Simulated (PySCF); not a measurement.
## SMILES CO[C@@H]1C[C@@H]1C#N, C5H7NO

Geometry:
| atom | x (Å) | y (Å) | z (Å) |
| --- | --- | --- | --- |
| C1 | 1.807 | 0.841 | 0.611 |
| O2 | 1.084 | 0.103 | -0.352 |
| C3 | 0.180 | -0.786 | 0.191 |
| C4 | -1.028 | -1.118 | -0.612 |
| C5 | -1.195 | -0.310 | 0.657 |
| C6 | -1.529 | 1.064 | 0.560 |
| N7 | -1.796 | 2.176 | 0.497 |
| H8 | 2.352 | 0.174 | 1.290 |
| H9 | 2.514 | 1.454 | 0.057 |
| H10 | 1.143 | 1.487 | 1.195 |
| H11 | 0.634 | -1.566 | 0.805 |
| H12 | -1.144 | -0.587 | -1.544 |
| H13 | -1.394 | -2.133 | -0.620 |
| H14 | -1.627 | -0.801 | 1.523 |

The calculation used TDDFT BHandHLYP/def2-SVPD circular dichroism and optical rotation, one conformer, gas phase (PySCF). Geometry: GFN2-xTB.

The molecule is flexible and this is one conformer; a measurement averages over conformers.

Q: Draw the ECD and absorption spectra from the lowest 8 states, each a Gaussian of half-width 0.25 eV at 1/e height.

A: 
| E (eV) | λ (nm) | Δε (L mol⁻¹ cm⁻¹) | ε (L mol⁻¹ cm⁻¹) |
| --- | --- | --- | --- |
| 6.57 | 189 | +0.08 | 5.23 |
| 6.72 | 185 | +0.61 | 40.3 |
| 6.87 | 181 | +2.27 | 151 |
| 7.02 | 177 | +4.14 | 290 |
| 7.17 | 173 | +3.65 | 422 |
| 7.32 | 169 | +1.36 | 1150 |
| 7.47 | 166 | -0.93 | 3050 |
| 7.62 | 163 | -3.86 | 4420 |
| 7.77 | 160 | -7.09 | 3380 |
| 7.92 | 157 | -7.86 | 1510 |
| 8.07 | 154 | -4.78 | 629 |
| 8.22 | 151 | -0.43 | 938 |
| 8.37 | 148 | +3.47 | 2200 |
| 8.52 | 146 | +7.43 | 3300 |

Δε uses R in velocity form, ε uses f in length form. Only the states computed contribute, so the short-wavelength end is incomplete.
